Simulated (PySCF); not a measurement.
Adding and removing an electron: TeC

RHF; PySCF, scalar-relativistic core potentials, basis sets Te aug-cc-pVDZ-PP with ECP28, C aug-cc-pVDZ. Neutral (RHF): singlet (closed shell), Re = 1.877 Å, ωe = 953 cm⁻¹, De = 1.36 eV, HOMO -10.25 eV, LUMO 0.45 eV.

TeC⁻ (ROHF): doublet (π ↑), Re = 2.038 Å, ωe = 664 cm⁻¹. The energies at the minima are -304.73637 hartree for TeC and -304.77179 for TeC⁻.

Q: Work out the adiabatic electron affinity, without and with harmonic zero-point energies (1 hartree = 27.2114 eV, 1 eV = 8065.5 cm⁻¹), and the change of the bond length.

A: At HF: 0.03542 hartree = 0.964 eV between the minima; the zero-point term (953.0 − 664.0)/2 cm⁻¹ = +0.018 eV makes it 0.982 eV. Re changes by +16.1 pm against the neutral. The electron enters a π orbital, and the longer bond of the ion fits an antibonding orbital, or a change in how ionic the bond is.

These are scalar-relativistic numbers at best; spin–orbit coupling would shift them, the dissociation energy most. Where the molecule has an RHF reference, its open-shell atoms are computed with UHF. Hartree–Fock leaves out correlation, which carries a large part of most bond energies and some tenths to 1 eV of ionisation energies. States were picked by a PBE0 search and need not be the measured ground states.
